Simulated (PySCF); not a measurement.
AgF, SMILES [F][Ag], multiplicity 1. Atoms are numbered in the order given.

```xyz
2

Ag     0.0000     0.0000    -0.3217
F      0.0000     0.0000     1.6798
```

Coordinates come from a B3LYP-D3(BJ)/def2-TZVPD optimisation. The multiplicity is an assumed one; other spin states were not compared. The def2 effective core potentials stand for the cores of Ag; spin–orbit coupling is left out.

Level of theory: TDDFT-LC-ωPBE/def2-TZVPD in PySCF.

Vertical excitations; the highest root listed may be one member of a degenerate set. The molecule is in vacuum. State labels are in the subgroup C2v.

| state | symmetry | energy (eV) | λ (nm) | f | main pairs |
|---|---|---|---|---|---|
| S1 | A1 | 3.65 | 340 | 0.005 | HOMO→LUMO 83 %, HOMO−7→LUMO 13 % |
| S2 | B1 | 3.90 | 318 | 0.014 | HOMO−2→LUMO, HOMO−6→LUMO (degenerate set) |
| S3 | B2 | 3.90 | 318 | 0.014 | HOMO−1→LUMO, HOMO−5→LUMO (degenerate set) |
| S4 | A2 | 4.62 | 268 | 0.000 | HOMO−3→LUMO (degenerate set) |
| S5 | A1 | 4.62 | 268 | 0.000 | HOMO−4→LUMO (degenerate set) |
| S6 | B1 | 5.80 | 214 | 0.001 | HOMO−6→LUMO, HOMO−2→LUMO (degenerate set) |
| S7 | B2 | 5.80 | 214 | 0.001 | HOMO−5→LUMO, HOMO−1→LUMO (degenerate set) |
| S8 | A1 | 7.05 | 176 | 0.039 | HOMO−7→LUMO 53 %, HOMO−2→LUMO+1 13 %, HOMO−1→LUMO+2 13 % |
| S9 | B2 | 7.11 | 174 | 0.092 | HOMO→LUMO+2 (degenerate set) |
| S10 | B1 | 7.11 | 174 | 0.092 | HOMO→LUMO+1 (degenerate set) |
| T1 | A1 | 2.84 | 437 | 0 | HOMO→LUMO 82 % |
| T2 | B2 | 3.40 | 364 | 0 | HOMO−1→LUMO, HOMO−5→LUMO (degenerate set) |
| T3 | B1 | 3.40 | 364 | 0 | HOMO−2→LUMO, HOMO−6→LUMO (degenerate set) |
| T4 | A2 | 4.22 | 294 | 0 | HOMO−3→LUMO 92 % |
Triplets are in the Tamm–Dancoff approximation, which puts them higher than full response would, so one can lie above its singlet here.
